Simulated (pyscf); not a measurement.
Structures and frequencies: ωB97X-D3(BJ)/def2-SVP in PySCF.

**Question.** How much does it cost (ΔH, 298 K, ωB97M-D3(BJ)/def2-TZVP) to split H₃Si–Si(SiH₃)(SiH₃)–SbH₂ (SMILES [SiH3][Si]([SiH3])([SiH3])[SbH2]) at its Sb–Si bond into H₃Si–Si•(SiH₃)–SiH₃ + SbH₂•?

**Answer.** Sb–Si to H₃Si–Si•(SiH₃)–SiH₃ + SbH₂•: 222.4 kJ/mol. The 7 functionals that were run give +196.3 (M06-2X) to +255.4 kJ/mol (ωB97X-D3(BJ)/def2-TZVP). Other isomers of H₃Si–Si•(SiH₃)–SiH₃ were not searched in full and may lie lower. Elements past Kr carry the def2 core potentials, without spin-orbit coupling.
